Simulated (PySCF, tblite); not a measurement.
Parent: `[CH3:1][CH2:2][n:3]1[n:4][n:5][cH:6][c:7]1[SiH3:8]` with C1–C2–N3–N4 100°, C4H9N3Si.

The geometries are computed with GFN2-xTB (gas phase). One conformer each, not checked by frequencies here.

```csv
coordinate of the parent,value
C1–C2,1.526 Å
C2–N3,1.436 Å
N3–N4,1.325 Å
N4–N5,1.282 Å
N5–C6,1.340 Å
C6–C7,1.387 Å
C7–Si8,1.867 Å
N3–C7,1.358 Å
C1–C2–N3,111.4°
C2–N3–N4,120.4°
C2–N3–C7,128.9°
N4–N3–C7,110.7°
N3–N4–N5,108.9°
N4–N5–C6,108.8°
N5–C6–C7,109.1°
C6–C7–Si8,130.3°
N3–C7–C6,102.6°
N3–C7–Si8,127.1°
```

Task: How does the shared frame change in `[CH3:1][Si:2]([CH3:3])([CH3:4])[n:5]1[n:6][n:7][cH:8][c:9]1[SiH3:10]`, C5H13N3Si2? Atoms pair as N3 = N5, N4 = N6, N5 = N7, C6 = C8, C7 = C9, Si8 = Si10 (parent first).

Result: 
| parent | relative | value in the relative | change |
| --- | --- | --- | --- |
| N3–N4 | N5–N6 | 1.340 Å | +0.015 |
| N4–N5 | N6–N7 | 1.274 Å | -0.008 |
| N5–C6 | N7–C8 | 1.344 Å | +0.004 |
| C6–C7 | C8–C9 | 1.384 Å | -0.003 |
| C7–Si8 | C9–Si10 | 1.865 Å | -0.002 |
| N3–C7 | N5–C9 | 1.363 Å | +0.005 |
| N4–N3–C7 | N6–N5–C9 | 109.1° | -1.6 |
| N3–N4–N5 | N5–N6–N7 | 109.7° | +0.8 |
| N4–N5–C6 | N6–N7–C8 | 108.8° | 0.0 |
| N5–C6–C7 | N7–C8–C9 | 108.8° | -0.3 |
| C6–C7–Si8 | C8–C9–Si10 | 128.8° | -1.5 |
| N3–C7–C6 | N5–C9–C8 | 103.6° | +1.0 |
| N3–C7–Si8 | N5–C9–Si10 | 127.6° | +0.5 |

Of the parent's bonds, N3–N4 changes most (+0.015 Å). Bonds of the relative outside the shared frame: C1–Si2 1.904, Si2–C3 1.904, Si2–C4 1.896, Si2–N5 1.781 Å. Point group C1 → C1.

Task: How does the shared frame change in `[CH3:1][CH2:2][n:3]1[n:4][n:5][cH:6][c:7]1[C:8]([CH3:9])=[O:10]` with C1–C2–N3–N4 96°, C6–C7–C8–C9 2°, C6H9N3O? Atoms pair as C1 = C1, C2 = C2, N3 = N3, N4 = N4, N5 = N5, C6 = C6, C7 = C7 (parent first).

Result: 
```csv
parent,relative,value in the relative,change
C1–C2,C1–C2,1.526 Å,0.000
C2–N3,C2–N3,1.437 Å,+0.001
N3–N4,N3–N4,1.314 Å,-0.011
N4–N5,N4–N5,1.286 Å,+0.004
N5–C6,N5–C6,1.336 Å,-0.004
C6–C7,C6–C7,1.393 Å,+0.006
N3–C7,N3–C7,1.365 Å,+0.007
C1–C2–N3,C1–C2–N3,110.7°,-0.7
C2–N3–N4,C2–N3–N4,120.6°,+0.2
C2–N3–C7,C2–N3–C7,129.3°,+0.4
N4–N3–C7,N4–N3–C7,110.1°,-0.6
N3–N4–N5,N3–N4–N5,109.6°,+0.7
N4–N5–C6,N4–N5–C6,108.9°,+0.1
N5–C6–C7,N5–C6–C7,108.4°,-0.7
N3–C7–C6,N3–C7–C6,103.1°,+0.5
```

Of the parent's bonds, N3–N4 changes most (-0.011 Å). Bonds of the relative outside the shared frame: C7–C8 1.461, C8–C9 1.507, C8=O10 1.213 Å. Point group C1 → C1.

Task: How does the shared frame change in `[CH3:1][CH2:2][n:3]1[n:4][n:5][cH:6][c:7]1[CH:8]([CH3:9])[CH3:10]` with C1–C2–N3–N4 95°, C6–C7–C8–C9 61°, C7H13N3? Atoms pair as C1 = C1, C2 = C2, N3 = N3, N4 = N4, N5 = N5, C6 = C6, C7 = C7 (parent first).

Result: 
```
  parent  relative  value in the relative  change
   C1–C2     C1–C2                1.526 Å   0.000
   C2–N3     C2–N3                1.437 Å  +0.001
   N3–N4     N3–N4                1.331 Å  +0.006
   N4–N5     N4–N5                1.278 Å  -0.004
   N5–C6     N5–C6                1.344 Å  +0.004
   C6–C7     C6–C7                1.382 Å  -0.005
   N3–C7     N3–C7                1.357 Å  -0.001
C1–C2–N3  C1–C2–N3                 111.2°    -0.2
C2–N3–N4  C2–N3–N4                 120.1°    -0.3
C2–N3–C7  C2–N3–C7                 129.9°    +1.0
N4–N3–C7  N4–N3–C7                 110.0°    -0.7
N3–N4–N5  N3–N4–N5                 109.0°    +0.1
N4–N5–C6  N4–N5–C6                 109.1°    +0.3
N5–C6–C7  N5–C6–C7                 108.5°    -0.6
N3–C7–C6  N3–C7–C6                 103.4°    +0.8
```

Of the parent's bonds, N3–N4 and C6–C7 change most and about equally (-0.005 to +0.006 Å). Bonds of the relative outside the shared frame: C7–C8 1.491, C8–C9 1.531, C8–C10 1.531 Å. Point group C1 → C1.
